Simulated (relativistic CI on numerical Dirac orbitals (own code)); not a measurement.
# d1 to d9 in one octahedral field

Computed with a parametric ligand-field model without spin-orbit coupling, by exact diagonalisation: B = 490, C = 2190, 10Dq = 36600 cm⁻¹ (Oh; |10Dq|/B = 74.7) for every shell. Energies in cm⁻¹; the field energy is (0.6 n_e − 0.4 n_t2) × 10Dq of the ground term; g labels are left out. So small a B with so large a field is typical of 4d and 5d ions, where spin-orbit coupling, left out here, reaches 1,000 to 4,000 cm⁻¹.

| Shell | Ground term | Electrons in e | Field energy | First spin-allowed bands | Lowest term of other spin |
| --- | --- | --- | --- | --- | --- |
| d1 | 2T2 | 0.000 | -14640 | 2E 36600 |  |
| d2 | 3T1 | 0.005 | -29095 | 3T2 35340, 3T1 41429 | 1T2 7450 |
| d3 | 4A2 | 0.000 | -43920 | 4T2 36600, 4T1 42214 | 2E 10563 |
| d4 | 3T1 | 0.009 | -58240 | 3E 34378, 3T1 34929 | 1T2 6646 |
| d5 | 2T2 | 0.017 | -72573 | 2A2 33600, 2T1 33772 | 4T1 26022 |
| d6 | ? | ? | ? | ? | ? |
| d7 | 2E | 1.009 | -65564 | 2T1 34758, 2T2 35344 | 4T1 26048 |
| d8 | 3A2 | 2.000 | -43920 | 3T2 36600, 3T1 42214 | 1E 8261 |
| d9 | 2E | 3.000 | -21960 | 2T2 36600 |  |

Question: Fill in the row of d6.

Answer: Ground term: 1A1; Electrons in e: 0.014; Field energy: -87335; First spin-allowed bands: 1T1 34869, 1T2 42118; Lowest term of other spin: 3T1 30311. Low spin: d4, d5, d6, d7; the other shells keep the spin of the free ion. Only d4 to d7 can choose; the field needed to pair spins is smallest for d6 and largest for d5, which loses most exchange energy. In the strong-field picture 10Dq must exceed about 6B + 5C = 13890 (d4), 7.5B + 5C = 14625 (d5), 2.5B + 4C = 9985 (d6) and 4B + 4C = 10720 (d7); mixing of terms shifts these bounds somewhat.
